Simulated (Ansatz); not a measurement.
Other settings, tried on `N#Cc1ccccc1-c1ccccc1C#N`.

```yaml
crystal:
  periodic: [false, false, false]
  atoms:
    - {symbol: N, position_ang: [-0.605540, 2.047775, 2.768363]}
    - {symbol: C, position_ang: [-1.032121, 1.378732, 1.902710]}
    - {symbol: C, position_ang: [-1.582488, 0.566582, 0.855719]}
    - {symbol: C, position_ang: [-2.988028, 0.508708, 0.714253]}
    - {symbol: C, position_ang: [-3.563099, -0.246022, -0.312631]}
    - {symbol: C, position_ang: [-2.739630, -0.950753, -1.204184]}
    - {symbol: C, position_ang: [-1.346447, -0.898261, -1.069312]}
    - {symbol: C, position_ang: [-0.738547, -0.147165, -0.044330]}
    - {symbol: C, position_ang: [0.739740, -0.114814, 0.093679]}
    - {symbol: C, position_ang: [1.352144, -0.433603, 1.321612]}
    - {symbol: C, position_ang: [2.745506, -0.421739, 1.464072]}
    - {symbol: C, position_ang: [3.564506, -0.085007, 0.375343]}
    - {symbol: C, position_ang: [2.984825, 0.238980, -0.855058]}
    - {symbol: C, position_ang: [1.579194, 0.226781, -1.006474]}
    - {symbol: C, position_ang: [1.023681, 0.596770, -2.276688]}
    - {symbol: N, position_ang: [0.592640, 0.900500, -3.325924]}
    - {symbol: H, position_ang: [-3.616410, 1.077075, 1.414463]}
    - {symbol: H, position_ang: [-4.657446, -0.284619, -0.416533]}
    - {symbol: H, position_ang: [-3.184198, -1.549334, -2.013156]}
    - {symbol: H, position_ang: [-0.710162, -1.461943, -1.766419]}
    - {symbol: H, position_ang: [0.719379, -0.710557, 2.176790]}
    - {symbol: H, position_ang: [3.193590, -0.680683, 2.434912]}
    - {symbol: H, position_ang: [4.658995, -0.074091, 0.484282]}
    - {symbol: H, position_ang: [3.609946, 0.516690, -1.715490]}
basis:
  gaussian: {orbitals: 6-31G, nuclear_model: gaussian}
hamiltonian: {xc: {name: B3LYP}}
scf: {omitted_lower_state_checks: [starts]}
```

```sh
$ ansatz run in.yaml --threads 4 --pin off --events-out ev --progress --plain --max-ram 6963MiB
```

It prints (some lines left out):

```
Functional definition: B3LYP
2298 factors; integrals over basis functions are off by at most 2.3e-4 eV
mean field evaluation 1: about -17609.5517 eV, gradient 7.3e1 eV
mean field evaluation 2: about -17590.3936 eV, gradient 1.2e2 eV
mean field evaluation 4: about -17622.0693 eV, gradient 4.2e0 eV
mean field evaluation 8: about -17622.6095 eV, gradient 1.3e0 eV
mean field evaluation 16: about -17622.6148 eV, gradient 7.7e-4 eV
mean field -17622.61483726 eV, -647.6191502320 hartree, gradient 3.4e-5 eV, S^2 0.000000; 0 other end points of the search recorded, 0 dependent functions left out
reference -17622.61516151 eV, -647.6191621479 hartree; 53, 53 occupied and 107, 107 virtual orbitals, 2298 factors
Total energy: -17622.61516151 eV, -647.6191621479 hartree
Checks for a lower state left out: starts
```

It took 2.7 s on 4 threads of Intel Xeon 6975P-C on a shared host.

B3LYP takes the VWN-RPA correlation.
